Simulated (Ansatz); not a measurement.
Job for Ansatz (a program for electronic structure): R-SVWN5/def2-TZVPP on CH4OTe (SMILES CO[TeH]), a point of a torsion scan. Elements past Kr take the def2 small-core potentials; no spin–orbit coupling.

Ansatz 0.2 input:
```yaml
crystal:
  periodic: [false, false, false]
  atoms:
    - {symbol: C, position_ang: [-0.90349796, -0.17632738, 0.05340902]}
    - {symbol: O, position_ang: [0.34769458, 0.41709652, -0.18328628]}
    - {symbol: Te, position_ang: [0.98837245, 0.81289976, -2.02953086]}
    - {symbol: H, position_ang: [-1.46388277, -0.38727824, -0.85754933]}
    - {symbol: H, position_ang: [-1.49482800, 0.49269314, 0.68343870]}
    - {symbol: H, position_ang: [-0.74568682, -1.11785908, 0.58603521]}
    - {symbol: H, position_ang: [1.60210739, -0.70140185, -2.27023837]}
basis:
  gaussian:
    orbitals: def2-TZVPP
hamiltonian:
  xc: {name: SVWN5}
scf: {lower_state_search: off}
```

Output:

```
WARN ansatz: RAYON_NUM_THREADS=2 ignored (pool sized by the plan → 2); use --threads N
Functional definition: SVWN5
these checks for a lower state are left out or cut short: stability, starts, cluster_reference, orbital_swaps, neighbouring_geometries, increment
integrals: 0.07 GiB planned
953 factors; their error is unknown
mean field: 0.56 GiB planned
mean field evaluation 1: about -10398.3902 eV, gradient 6.6e1 eV
mean field evaluation 2: about -10287.3752 eV, gradient 1.9e2 eV
mean field evaluation 4: about -10407.2320 eV, gradient 1.7e1 eV
mean field evaluation 8: about -10407.7149 eV, gradient 1.7e-1 eV
mean field evaluation 16: about -10407.5807 eV, gradient 4.6e-4 eV
mean field -10407.58074487 eV, -382.4715378625 hartree, gradient 3.7e-6 eV, S^2 0.000000; 0 other end points of the search recorded, 0 dependent functions left out
reference -10407.58078158 eV, -382.4715392115 hartree; 21, 21 occupied and 147, 147 virtual orbitals, 953 factors
Total energy: -10407.58078158 eV, -382.4715392115 hartree
Checks for a lower state left out: stability, starts, cluster_reference, orbital_swaps, neighbouring_geometries, increment
```

The calculation finished and met its thresholds.

Cost: about 1.2 core-seconds (a rough figure).
